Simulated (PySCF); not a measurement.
Delta-SCF ions had no search for a lower state. Excitations are Tamm–Dancoff values on a coarser integration grid. The basis has no diffuse functions, so Rydberg states are missing or too high.

## C$_{4}$H$_{3}$N, SMILES `C(=C=C=C)=N` (charge 0, multiplicity 1)

Calculation: PySCF 2.14.0 with PBE-D3(BJ)/def2-TZVP // B3LYP-D3(BJ)/def2-TZVP.

| Quantity | Result |
|---|---|
| HOMO | -5.44 eV |
| dipole moment | 0.296 e·Å |
| HOMO–LUMO gap | 2.68 eV |
| LUMO | -2.76 eV |
| S1 excitation (TDA) | 2.80 eV |
| S1 oscillator strength | 0.000 |
| T1 excitation (TDA) | 2.48 eV |
| S1–T1 gap (TDA) | 0.32 eV |
| vertical ionisation energy (Delta-SCF) | 8.40 eV |
| total energy | -208.6915 Ha |
| cost | about 60 core-seconds (a rough figure) |

```xyz
8

C     -2.1512     0.1657     0.5011
C     -0.8588     0.0047     0.3798
C      0.3942    -0.1561     0.2619
C      1.6630    -0.2559     0.1388
N      2.8556    -0.5024     0.0318
H     -2.6096     0.2873     1.4748
H     -2.7954     0.1810    -0.3694
H      3.5021     0.2757    -0.0787
```
Charge 0, spin multiplicity 1.
